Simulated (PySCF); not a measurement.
Compound: C8H8.
Atom-mapped SMILES: `[CH:1]#[C:2][CH:3]=[C:4]=[CH:5][CH2:6][CH:7]=[CH2:8]` (hydrogens: H9 on C1; H10 on C3; H11 on C5; H12, H13 on C6; H14 on C7; H15, H16 on C8)

Structure used (PBE0-D3(BJ)/def2-SVP), in Å, numbered top down from 1:
```xyz
16
C8H8 angstrom
C      3.9936    1.9054    1.9465
C      3.2664    1.4388    1.0944
C      2.4366    0.9045    0.0666
C      1.3300    0.2204    0.2889
C      0.2284   -0.4464    0.5086
C     -1.1494    0.1617    0.6168
C     -2.0534   -0.3131   -0.4825
C     -3.1554   -1.0415   -0.3034
H      4.6316    2.3156    2.7069
H      2.7519    1.0780   -0.9718
H      0.2915   -1.5391    0.6042
H     -1.5855   -0.1044    1.5944
H     -1.0593    1.2596    0.5863
H     -1.7486   -0.0383   -1.4999
H     -3.4870   -1.3389    0.6971
H     -3.7709   -1.3636   -1.1473
```

Computed with PySCF at CAM-B3LYP/def2-SVPD, non-relativistic, on one gas-phase PBE0-D3(BJ)/def2-SVP geometry that isn't relaxed in the solvent. The solvent is an IEF-PCM continuum (Bondi radii, 1.10 Å for H, scaled by 1.2), and excitations are vertical TDDFT with non-equilibrium linear response and a frozen core. Only the electrostatic response of the medium enters.

```csv
run,E − E(gas) (kJ/mol),HOMO (eV),HOMO–LUMO gap (eV),dipole (D),lowest singlet (eV),static polarisability (au)
gas,0.00,-8.21,8.47,0.90,5.36,106.0
P,-16.04,-8.29,8.54,1.21,5.33,136.1
Q,-18.60,-8.31,8.54,1.24,5.32,141.7
```

Q: The runs were made in acetonitrile and dichloromethane. Which run belongs to which solvent?

A: P = dichloromethane, Q = acetonitrile. The dielectric constants are 8.93 (dichloromethane), 35.69 (acetonitrile), and the energy falls further as ε rises. The optical constants n² used for the excitations are 2.03, 1.81 in the same order. In this model the ground state sees the solvent through ε alone.

Q: How constant is the ratio of the lowering to (ε − 1)/(2ε + 1)?

A: 
```json
{"solvent": "dichloromethane", "(ε − 1)/(2ε + 1)": "0.420", "E − E(gas) (kJ/mol)": "-16.04", "ratio (kJ/mol)": "-38.1", "polarisation term (kJ/mol)": "-17.77"}
{"solvent": "acetonitrile", "(ε − 1)/(2ε + 1)": "0.479", "E − E(gas) (kJ/mol)": "-18.60", "ratio (kJ/mol)": "-38.8", "polarisation term (kJ/mol)": "-20.95"}
```

The ratio changes by +1.8 % in size from dichloromethane to acetonitrile. The polarisation term is half the interaction of the solute with the induced surface charges.
